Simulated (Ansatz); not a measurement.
Diatomic PS+, closed-shell singlet (lowest of 2S+1 = 1, 3, 5 at CCSD(T)/def2-TZVPP on PBE0 minima; our sources give no spin for the ground state, which may be another).

Constants: fifth-degree fit in 1/R to seven points, most abundant isotopes. In def2 and cc sets the state is the lowest found near the PBE0 minimum, followed along R. The singlet is held restricted.

Cores are frozen in the correlated methods.

Codes used: Ansatz (a program for electronic structure). Values without a source in brackets are computed.

Energies at CCSD/aug-cc-pV(Q+d)Z:

```json
[
 {"R (Å)": "1.690171", "E (hartree)": "-738.32729190"},
 {"R (Å)": "1.735606", "E (hartree)": "-738.33795068"},
 {"R (Å)": "1.777406", "E (hartree)": "-738.34313849"},
 {"R (Å)": "1.824658", "E (hartree)": "-738.34468335"},
 {"R (Å)": "1.871910", "E (hartree)": "-738.34254683"},
 {"R (Å)": "1.926432", "E (hartree)": "-738.33651718"},
 {"R (Å)": "1.990040", "E (hartree)": "-738.32587670"}
]
```

**Question.** With a reduced mass of 15.7325 u, find the minimum, the force constant and the constants.

**Answer.** A fifth-degree polynomial in 1/R puts the minimum at r_e = 1.8191 Å with force constant 736 N/m. Then ω_e = (1/2πc)√(k/μ) = 891 cm⁻¹ and B_e = h/(8π²cμr_e²) = 0.3238 cm⁻¹; the cubic and quartic terms give α_e = 0.0014 and ω_e x_e = 2.7 cm⁻¹.

Doubts at one or more of the structures used: a restricted determinant that unrestricted orbitals would lower (CCSD/aug-cc-pV(Q+d)Z).
